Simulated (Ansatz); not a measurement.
## Nudged elastic band run: CH$_{7}$BrGe

Input file:

```yaml
crystal:
  periodic: [false, false, false]
  atoms:
    - { symbol: Ge, position_ang: [-0.507793, -2.238801, -0.029474] }
    - { symbol: Br, position_ang: [1.781015, -1.906167, 0.083295] }
    - { symbol: H, position_ang: [-0.819946, -2.783939, -1.429764] }
    - { symbol: H, position_ang: [-0.878118, -3.249926, 1.063576] }
    - { symbol: H, position_ang: [-1.175487, -0.878148, 0.208669] }
    - { symbol: H, position_ang: [0.908691, 1.284704, 0.083213] }
    - { symbol: C, position_ang: [0.319632, 2.210333, 0.020697] }
    - { symbol: H, position_ang: [-0.447905, 2.213095, 0.806363] }
    - { symbol: H, position_ang: [-0.163052, 2.273598, -0.964245] }
    - { symbol: H, position_ang: [0.982964, 3.075252, 0.157571] }
basis:
  gaussian: { orbitals: def2-SVP }
hamiltonian:
  xc: pbe0
neb:
  order_check: false
  images: 6
  f_tol: 0.05
  max_iterations: 60
  climbing: false
  final_atoms:
    - { symbol: Ge, position_ang: [-0.92766446, -0.58660983, -0.14083609] }
    - { symbol: Br, position_ang: [3.2434968, -0.91751033, 0.31688723] }
    - { symbol: H, position_ang: [-0.6039926, -1.27148989, -1.48145755] }
    - { symbol: H, position_ang: [-0.19084844, -1.36491522, 0.97751904] }
    - { symbol: H, position_ang: [-2.43945231, -0.70108537, 0.13103348] }
    - { symbol: H, position_ang: [1.96715445, -1.34637265, 0.78652256] }
    - { symbol: C, position_ang: [-0.34732105, 1.27449055, -0.14584939] }
    - { symbol: H, position_ang: [-0.61260834, 1.76187302, 0.80314631] }
    - { symbol: H, position_ang: [-0.83135765, 1.82050934, -0.96811739] }
    - { symbol: H, position_ang: [0.74259458, 1.33111137, -0.27894719] }
  initial_path:
    images:
      - { positions_ang: [[-0.507793, -2.238801, -0.029474], [1.781015, -1.906167, 0.083295], [-0.819946, -2.783939, -1.429764], [-0.878118, -3.249926, 1.063576], [-1.175487, -0.878148, 0.208669], [0.908691, 1.284704, 0.083213], [0.319632, 2.210333, 0.020697], [-0.447905, 2.213095, 0.806363], [-0.163052, 2.273598, -0.964245], [0.982964, 3.075252, 0.157571]] }
      - { positions_ang: [[-0.51241199, -1.87957811, -0.03280699], [1.91728099, -1.75014866, 0.06749725], [-0.68234404, -2.44550643, -1.41912233], [-0.74235501, -2.82059173, 1.11402988], [-1.40248554, -0.75448253, 0.13602027], [0.9201516, 0.95814252, 0.07985313], [0.24875947, 1.92785074, 0.02545378], [-0.47474019, 1.99278699, 0.83461347], [-0.24510434, 2.03961591, -0.9419538], [0.97325004, 2.7319123, 0.13631633]] }
      - { positions_ang: [[-0.51703097, -1.52035523, -0.03613999], [2.05354698, -1.59413031, 0.0516995], [-0.54474209, -2.10707385, -1.40848066], [-0.60659202, -2.39125746, 1.16448377], [-1.62948407, -0.63081706, 0.06337154], [0.93161219, 0.63158104, 0.07649327], [0.17788694, 1.64536847, 0.03021055], [-0.50157538, 1.77247898, 0.86286395], [-0.32715667, 1.80563381, -0.91966259], [0.96353609, 2.38857261, 0.11506167]] }
      - { positions_ang: [[-0.52164996, -1.16113234, -0.03947298], [2.18981297, -1.43811197, 0.03590174], [-0.40714013, -1.76864128, -1.39783899], [-0.47082903, -1.96192319, 1.21493765], [-1.85648261, -0.50715158, -0.00927719], [0.94307279, 0.30501956, 0.0731334], [0.10701441, 1.36288621, 0.03496733], [-0.52841057, 1.55217097, 0.89111442], [-0.40920901, 1.57165172, -0.89737139], [0.95382213, 2.04523291, 0.093807]] }
      - { positions_ang: [[-0.5816316, -0.92510503, -0.05538185], [2.39873894, -1.2968753, 0.06927206], [-0.37628964, -1.55257712, -1.40522378], [-0.37264766, -1.69263594, 1.2026438], [-2.03704908, -0.48185692, -0.02036798], [1.09428185, -0.07084853, 0.1736062], [0.01173541, 1.22919443, 0.01117499], [-0.55193962, 1.48771068, 0.89065489], [-0.50468125, 1.50692477, -0.89792459], [0.91948364, 1.79606997, 0.03144726]] }
      - { positions_ang: [[-0.69697588, -0.8122733, -0.0838666], [2.68032489, -1.17042031, 0.15181045], [-0.45219063, -1.45888138, -1.43063504], [-0.31204792, -1.5833957, 1.12760221], [-2.17118349, -0.55493307, 0.03009917], [1.38523939, -0.49602324, 0.37791165], [-0.10795008, 1.24429314, -0.04116647], [-0.57216252, 1.57909813, 0.86148536], [-0.61357338, 1.61145296, -0.92132219], [0.86052062, 1.64108377, -0.07201756]] }
      - { positions_ang: [[-0.81232017, -0.69944157, -0.11235135], [2.96191085, -1.04396532, 0.23434884], [-0.52809161, -1.36518563, -1.45604629], [-0.25144818, -1.47415546, 1.05256063], [-2.3053179, -0.62800922, 0.08056633], [1.67619692, -0.92119794, 0.58221711], [-0.22763556, 1.25939185, -0.09350793], [-0.59238543, 1.67048557, 0.83231584], [-0.72246551, 1.71598115, -0.94471979], [0.8015576, 1.48609757, -0.17548238]] }
      - { positions_ang: [[-0.92766446, -0.58660983, -0.14083609], [3.2434968, -0.91751033, 0.31688723], [-0.6039926, -1.27148989, -1.48145755], [-0.19084844, -1.36491522, 0.97751904], [-2.43945231, -0.70108537, 0.13103348], [1.96715445, -1.34637265, 0.78652256], [-0.34732105, 1.27449055, -0.14584939], [-0.61260834, 1.76187302, 0.80314631], [-0.83135765, 1.82050934, -0.96811739], [0.74259458, 1.33111137, -0.27894719]] }
```

Launched with:

```bash
$ ansatz run input.yaml --threads 2 --pin off --max-ram 3072MiB --backend cpu --events-out ev --progress --plain --runs-dir out
```

Output, in part (warnings, iteration lines, the closing report on the highest movable image, with atoms numbered from 0):

```
NEB end point (image 0): max|allowed force component| = 1.864e-2 eV/Å (the criterion of neb.relax_end_points is 1.000e-2)
NEB end point (image 7): max|allowed force component| = 8.381e-3 eV/Å (the criterion of neb.relax_end_points is 1.000e-2)
NEB iter   1: max|band force component| = 3.049e0 eV/Å  barrier→ = 2.8387 eV  barrier← = 1.8702 eV  Δτ_max = 0.2000 Å  (193 SCF iters)
NEB iter   2: max|band force component| = 1.772e0 eV/Å  barrier→ = 2.6579 eV  barrier← = 1.6895 eV  Δτ_max = 0.2000 Å  (160 SCF iters)
NEB iter   3: max|band force component| = 9.436e-1 eV/Å  barrier→ = 2.6624 eV  barrier← = 1.6939 eV  Δτ_max = 0.1149 Å  (156 SCF iters)
NEB iter   4: max|band force component| = 2.749e-1 eV/Å  barrier→ = 2.5900 eV  barrier← = 1.6215 eV  Δτ_max = 0.0932 Å  (147 SCF iters)
NEB iter   5: max|band force component| = 1.732e-1 eV/Å  barrier→ = 2.5070 eV  barrier← = 1.5385 eV  Δτ_max = 0.0349 Å  (141 SCF iters)
NEB iter   6: max|band force component| = 2.580e-1 eV/Å  barrier→ = 2.5176 eV  barrier← = 1.5492 eV  Δτ_max = 0.0173 Å  (144 SCF iters)
NEB iter   7: max|band force component| = 5.284e-2 eV/Å  barrier→ = 2.5183 eV  barrier← = 1.5498 eV  Δτ_max = 0.0228 Å  (138 SCF iters)
NEB iter   8: max|band force component| = 8.449e-2 eV/Å  barrier→ = 2.5076 eV  barrier← = 1.5391 eV  Δτ_max = 0.0115 Å  (137 SCF iters)
NEB iter   9: max|band force component| = 1.197e-1 eV/Å  barrier→ = 2.5003 eV  barrier← = 1.5318 eV  Δτ_max = 0.0057 Å  (129 SCF iters)
NEB iter  10: max|band force component| = 8.965e-2 eV/Å  barrier→ = 2.5015 eV  barrier← = 1.5330 eV  Δτ_max = 0.0057 Å  (124 SCF iters)
NEB iter  11: max|band force component| = 3.175e-2 eV/Å  barrier→ = 2.5011 eV  barrier← = 1.5326 eV  Δτ_max = 0.0000 Å  (267 SCF iters)
Total energy: -127681.04427282 eV, -4692.1918317059 hartree
Atom 0 at    -0.621064    -0.926518    -0.036070 Å, force    -0.335636     0.536093    -0.012171 eV/Å
Atom 1 at     2.309906    -1.049639     0.104321 Å, force     0.589120     0.231234     0.012824 eV/Å
Atom 2 at    -0.402412    -1.678958    -1.365695 Å, force     0.082702     0.351282     0.107609 eV/Å
Atom 3 at    -0.464437    -1.895636     1.160878 Å, force     0.142372     0.463172    -0.072902 eV/Å
Atom 4 at    -2.026139    -0.329434     0.007992 Å, force    -0.612796    -0.163394    -0.054107 eV/Å
Atom 5 at     1.190642     0.100072     0.070807 Å, force     0.784138    -0.598232     0.033141 eV/Å
Atom 6 at     0.038306     1.137467     0.019387 Å, force    -0.295973    -0.260143    -0.020281 eV/Å
Atom 7 at    -0.533823     1.457375     0.899903 Å, force    -0.138702     0.061008    -0.005747 eV/Å
Atom 8 at    -0.468266     1.442504    -0.906525 Å, force    -0.148754     0.082351     0.008755 eV/Å
Atom 9 at     0.977288     1.742767     0.044903 Å, force    -0.066471    -0.703371     0.002879 eV/Å
Dipole moment:    -0.500145     0.340860    -0.021752 e Å
```

The forces met the threshold. Neighbouring images differ by up to 1.3 eV, so the band resolves the path poorly. No image climbed, so the highest image needn't sit at the top of the path. The orbitals stay closed-shell, which can raise the energy where a bond breaks towards radicals; this wasn't checked here.

Final band (atoms are numbered from 1 in the order of the input):

| image | path coordinate (Å) | energy (eV) | Ge1–Br2 (Å) | H6–C7 (Å) | Ge1–C7 (Å) |
| --- | --- | --- | --- | --- | --- |
| 0 | 0.00 | 0.00 | 2.32 | 1.10 | 4.53 |
| 1 | 1.00 | 0.03 | 2.32 | 1.10 | 3.93 |
| 2 | 1.99 | 0.40 | 2.34 | 1.09 | 3.32 |
| 3 | 2.99 | 1.67 | 2.52 | 1.11 | 2.73 |
| 4 | 3.99 | 2.50 | 2.94 | 1.55 | 2.17 |
| 5 | 4.99 | 1.23 | 3.55 | 2.21 | 1.98 |
| 6 | 5.98 | 1.02 | 4.12 | 2.94 | 1.96 |
| 7 | 6.98 | 0.97 | 4.21 | 3.62 | 1.95 |

Time of the run: 2.7 min on 2 threads of Intel(R) Xeon(R) Platinum 8488C (Sapphire Rapids), with other jobs on the host, peak memory 0.31 GiB.
